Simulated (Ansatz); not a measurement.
Reaction (cleavage of the Si–Si bond): `O[SiH](Cl)[SiH2][SiH3]` + `O[SiH](O)O` → `O[SiH](O)O[SiH](O)Cl` + `[SiH3][SiH3]`

Calculated with Ansatz (gas phase, PBE0-D4/def2-TZVP geometries, no zero-point term in ΔE). CCSD(T)/CBS adds triple-zeta CCSD(T) − MP2 to the extrapolated MP2 energy (def2 sets, frozen cores). Functionals use def2-TZVPP. B3LYP here is the variant with VWN-RPA as its local correlation; programs differ in this. Each species was taken in one conformer, which may not be the lowest.

`O[SiH](Cl)[SiH2][SiH3]`:

Cartesian coordinates in Å:
```
O -0.645 -2.524 1.591
Si -0.844 -1.384 0.430
Cl -0.435 -2.171 -1.439
Si 0.564 0.472 0.650
Si 0.343 1.860 -1.220
H 0.237 -2.867 1.742
H -2.285 -1.051 0.460
H 0.231 1.212 1.900
H 1.967 -0.022 0.760
H 1.121 3.114 -1.035
H -1.090 2.209 -1.411
H 0.836 1.153 -2.429
```

`O[SiH](O)O`:

Z-matrix (Å, degrees):
```
Si
O 1 1.641
O 1 1.633 2 105.0
O 1 1.630 2 114.4 3 -119.5
H 1 1.476 2 110.6 3 122.9
H 2 0.958 1 117.9 3 -173.6
H 3 0.958 1 116.6 2 25.4
H 4 0.959 1 117.6 2 72.3
```

`O[SiH](O)O[SiH](O)Cl`:

Cartesian coordinates in Å:
```
O -1.257 2.362 0.657
Si -1.191 0.753 0.455
O -1.926 0.372 -0.951
O 0.360 0.218 0.415
Si 1.481 -0.710 -0.277
O 2.332 -1.570 0.801
Cl 0.490 -1.988 -1.572
H -1.146 2.920 -0.115
H -1.831 0.159 1.639
H -1.636 -0.427 -1.399
H 2.448 0.074 -1.052
H 1.877 -2.163 1.401
```

`[SiH3][SiH3]`:

Z-matrix (Å, degrees):
```
Si
Si 1 2.338
H 1 1.488 2 110.3
H 1 1.488 2 110.3 3 120.0
H 1 1.488 2 110.3 3 -120.0
H 2 1.488 1 110.3 3 59.9
H 2 1.488 1 110.3 3 179.9
H 2 1.488 1 110.3 3 -60.1
```

| level | ΔE (kcal/mol) | difference from CCSD(T)/CBS |
| --- | --- | --- |
| PBE-D4 | -26.5 | 6.1 |
| r2SCAN-D4 | -31.6 | 1.0 |
| PBE0-D4 | -28.8 | 3.8 |
| B3LYP-D4 | -32.9 | -0.3 |
| ωB97X-V | -32.3 | 0.3 |
| ωB97M-V | -33.5 | -0.9 |
| B2PLYP | -33.6 | -1.0 |
| PBE | -26.3 | 6.3 |
| r2SCAN | -31.6 | 1.0 |
| PBE0 | -28.7 | 3.9 |
| B3LYP | -32.6 | 0.0 |
| HF/def2-TZVPP | -39.0 | -6.4 |
| MP2/def2-TZVPP | -33.9 | -1.3 |
| SCS-MP2/def2-TZVPP | -34.8 | -2.2 |
| CCSD/def2-TZVPP | -33.9 | -1.3 |
| CCSD(T)/def2-TZVPP | -33.0 | -0.4 |
| HF/def2-QZVPP | -39.6 | -7.0 |
| MP2/def2-QZVPP | -33.8 | -1.2 |
| SCS-MP2/def2-QZVPP | -34.7 | -2.1 |
| HF/CBS(def2) | -39.7 | -7.1 |
| MP2/CBS(def2) | -33.4 | -0.8 |
| CCSD/CBS(def2) | -33.5 | -0.9 |
| CCSD(T)/CBS | -32.6 | 0 |

Largest T1 diagnostic among the species: 0.013.

In def2-TZVPP, CCSD(T) changes the Hartree–Fock value by +5.9 kcal/mol (the triples alone add +0.9 kcal/mol) and MP2 by +5.1 kcal/mol. From PBE to PBE0 (25 % exact exchange), in def2-TZVPP and without D4, ΔE moves by −2.4 kcal/mol.

CCSD(T)/CBS has its own doubt, a few kJ/mol and more with outer-core shells, so smaller differences from it don't rank the levels.
